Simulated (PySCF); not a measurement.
# A small calculation by hand: chemical shift, span and skew from a shielding tensor

SiH₃Br, SMILES [SiH3]Br. Atoms are numbered in the order given.

```xyz
5

Si     0.0000     0.0000     1.4778
Br     0.0000     0.0000    -0.7576
H     -1.2130    -0.7004     1.9417
H      0.0000     1.4007     1.9417
H      1.2130    -0.7004     1.9417
```
Charge 0, spin multiplicity 1.

Geometry: B3LYP-D3(BJ)/def2-TZVP.

GIAO shieldings from KT2/pcSseg-2 (PySCF), non-relativistic, no solvent. The symmetric part of the tensor of Si1 has the principal values 358.1, 358.1, 458.2 ppm. The same nucleus in TMS has σ = 351.7 ppm at this level (PySCF, at its B3LYP-D3(BJ)/def2-TZVP geometry). Without spin–orbit terms, shifts of atoms bonded to Cl or Br come out too high.

**Question.** Work out the isotropic shielding, the ²⁹Si shift against TMS, the span and the skew.

**Answer.** 
σ(iso) = (σ11 + σ22 + σ33)/3 = 391.5 ppm. δ = σ(ref) − σ(iso) = 351.7 − (391.5) = -39.8 ppm.
Span Ω = σ33 − σ11 = 100.1 ppm. Skew κ = 3(σ(iso) − σ22)/Ω = 1.00, an axial tensor. Tumbling in solution averages the tensor to δ; in a static solid the shielding alone would spread this spin-1/2 line over Ω.
